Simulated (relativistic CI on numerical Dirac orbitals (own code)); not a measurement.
Method of calculation: Dirac-Coulomb-Breit CI, separate exchange-only KLI orbitals for each configuration, model QED, unscaled Slater integrals (own radial code, finite nucleus).

The strongest absorption lines from the ground level of an ion, among the configurations computed and to levels below about 87.4 eV (vacuum wavelength in nm, gf): 19.828 (0.59), 20.146 (0.43), 26.843 (0.35), 27.602 (0.67), 27.768 (1.9), 28.044 (4.1), 28.129 (0.55), 28.331 (6.8).

Problem. Which ion is it?
A. Zr VI
B. Zr X
C. Sr VI
D. Zr VIII

Solution. D. Zr VIII has 33 electrons and the ground level 4s2 4p3 4S°_3/2; the strongest line goes to 4s2 4p2 4d 4P_5/2. The pattern of lines fixes the number of electrons, and along that sequence the line energies rise steadily with the charge (about as its square where n changes within one kind of shell, about linearly where n is kept but much faster in heavy ions where fine structure, which grows about as Z⁴, sets the gap, and irregularly where shells cross), which fixes Z. Configurations outside the model, such as inner-shell arrays, can give stronger lines. At this charge configurations can still be misplaced by up to about 7 % of their energy.

LS names give the leading component of a level, which can be under half, so a name can repeat, a term be missing and a line seem to break the LS rules.
